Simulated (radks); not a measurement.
The cadmium ion Cd8+, configuration [Kr] 4d2 5s2 (not the ground configuration). Calculated with a radial shooting solver on a logarithmic mesh with Libxc functionals: Dirac Kohn-Sham, BLYP, spin-unpolarised, spherical densities, finite nucleus; open shells fill j = l - 1/2 first; Fermi nuclear charge, rms radius 4.6087 fm.

Spin-orbit splittings of the eigenvalues, e(l+1/2) - e(l-1/2), with zeta = 2 splitting/(2l+1) and mean radii in bohr:

| shell | occ. | splitting (eV) | zeta (eV) | <r> j=l-1/2 | <r> j=l+1/2 |
|---|---|---|---|---|---|
| 2p | 6 | 192.5 | 128.4 | 0.1112 | 0.1164 |
| 3p | 6 | 34.59 | 23.06 | 0.3486 | 0.3595 |
| 3d | 10 | 7.061 | 2.824 | 0.3310 | 0.3345 |
| 4p | 6 | 6.984 | 4.656 | 0.8710 | 0.8932 |
| 4d | 2 | 1.166 | 0.4664 | 0.9872 | 0.9944 |
| 4f | 0 | 0.1014 | 0.02898 | 1.236 | 1.238 |
| 5p | 0 | 1.852 | 1.235 | 1.842 | 1.877 |
